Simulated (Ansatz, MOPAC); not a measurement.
System: H4BSiO3 (charge 0, doublet). SMILES: [O]B(O)O[SiH3]

Atoms: O1, B2, O3, O4, Si5, H6, H7, H8, H9. Bonds: O1-B2, B2-O3, B2-O4, O3-H6, O4-Si5, Si5-H7, Si5-H8, Si5-H9.

Bond lengths (Å) and angles (degrees) optimised at PM3 with MOPAC; PM6 with MOPAC; PM7 with MOPAC; MNDO with MOPAC; HF/STO-3G with Ansatz (a program for electronic structure); PBE/6-31G* with Ansatz, each started from the B3LYP-D3(BJ)/def2-TZVP structure (Ansatz) of the last column. A row stands for all coordinates that are equal there; 11 of 15 kinds are shown. 6-31G* holds six Cartesian d functions. No wavenumbers were computed at MNDO, HF/STO-3G, PBE/6-31G*, so these may be saddle points.

| coordinate | PM3 | PM6 | PM7 | MNDO | HF/STO-3G | PBE/6-31G* | B3LYP-D3(BJ)/def2-TZVP |
|---|---|---|---|---|---|---|---|
| O1-B2 | 1.368 to 1.388 | 1.374 to 1.395 | 1.400 to 1.413 | 1.371 to 1.378 | 1.372 to 1.401 | 1.367 to 1.391 | 1.371 |
| B2-O4 | 1.350 | 1.354 | 1.364 | 1.332 | 1.333 | 1.368 | 1.352 |
| O3-H6 | 0.946 | 0.947 | 0.959 | 0.944 | 0.981 | 0.977 | 0.963 |
| O4-Si5 | 1.702 | 1.638 | 1.569 | 1.663 | 1.672 | 1.687 | 1.657 |
| Si5-H7 | 1.500 | 1.463 | 1.458 | 1.379 | 1.423 | 1.499 | 1.479 |
| Si5-H9 | 1.501 | 1.463 | 1.459 | 1.380 | 1.422 | 1.495 | 1.476 |
| O1-B2-O3 | 125.7 | 120.4 | 118.9 | 122.0 | 119.6 | 117.0 | 118.6 |
| O1-B2-O4 | 112.2 | 120.4 | 119.6 | 118.8 | 119.6 | 121.5 | 119.5 |
| O3-B2-O4 | 122.1 | 119.3 | 121.4 | 119.2 | 120.8 | 121.5 | 121.9 |
| B2-O4-Si5 | 128.4 | 178.0 | 153.4 | 144.6 | 124.6 | 128.4 | 134.8 |
| B2-O3-H6 | 114.8 | 119.1 | 117.0 | 116.5 | 111.0 | 113.5 | 115.6 |

A range marks coordinates that this level makes unequal.

Mean signed difference of all 8 bond lengths from B3LYP-D3(BJ)/def2-TZVP: PM3 0.013 Å, PM6 -0.006 Å, PM7 -0.008 Å, MNDO -0.040 Å, HF/STO-3G -0.015 Å, PBE/6-31G* 0.017 Å.
